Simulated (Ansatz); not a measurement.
`[OH][SbH][SiH3]` + H–F → `[F][SbH][SiH3]` + H₂O at 298.15 K and 1 bar (ligand exchange at the Sb–O bond).

Program: Ansatz. Geometries: PBE0-D4/def2-TZVP. ΔE: electronic, gas phase. CCSD(T)/CBS is the MP2 limit (def2-TZVPP, def2-QZVPP) plus CCSD(T) − MP2 in def2-TZVPP, frozen cores. This one scheme is used for every species. def2 core potentials past Kr. For Sb outer-core shells are correlated without core-valence functions, which leaves a few kJ/mol of doubt a bond. Each species was taken in one conformer, which may not be the lowest.

| species | CCSD(T)/CBS energy (Eh) | H − E (kJ/mol) | S (J/(mol·K)) |
| --- | --- | --- | --- |
| `[OH][SbH][SiH3]` | -607.27229 | 136.7 | 341.6 |
| H–F | -100.39570 | 33.5 | 173.6 |
| `[F][SbH][SiH3]` | -631.30007 | 105.1 | 332.0 |
| H₂O | -76.37941 | 66.4 | 188.7 |

H − E and S are ideal-gas, rigid-rotor, harmonic terms from PBE0-D4/def2-TZVP, for one conformer and one mirror image of each species. 1 Eh = 2625.50 kJ/mol, R = 8.31446 J/(mol·K).

Q: By hand: ΔE, ΔH, ΔS and ΔG.

A: ΔE = (-631.30007) + (-76.37941) − (-607.27229) − (-100.39570) = -0.01149 Eh = -30.2 kJ/mol. Δ(H − E) = 105.1 + 66.4 − 136.7 − 33.5 = 1.3, so ΔH = -28.9 kJ/mol. ΔS = 332.0 + 188.7 − 341.6 − 173.6 = 5.5 J/(mol·K). ΔG = -28.9 − 298.15 × (5.5)/1000 = -30.5 kJ/mol.

Q: By hand: the equilibrium constant, and the temperature at which ΔG would vanish if ΔH and ΔS stayed fixed.

A: log₁₀ K = −ΔG/(RT ln 10) = 5.3. ΔH and −TΔS have one sign here, so there is no such temperature.

The number of gas molecules stays the same, so ΔS is small and ΔH decides. A doubt of 5 kJ/mol in ΔE shifts log₁₀ K by 0.9 here. Other conformers and mirror images would add mixing entropy, several J/(mol·K) or more a flexible species. These are equilibria of isolated gas molecules and say nothing of rates. Largest T1 diagnostic: 0.014 (customary marks: 0.02 for closed shells, 0.045 for open ones).

ΔS is within the doubt of such terms, so its sign, and with it that verdict, could turn.
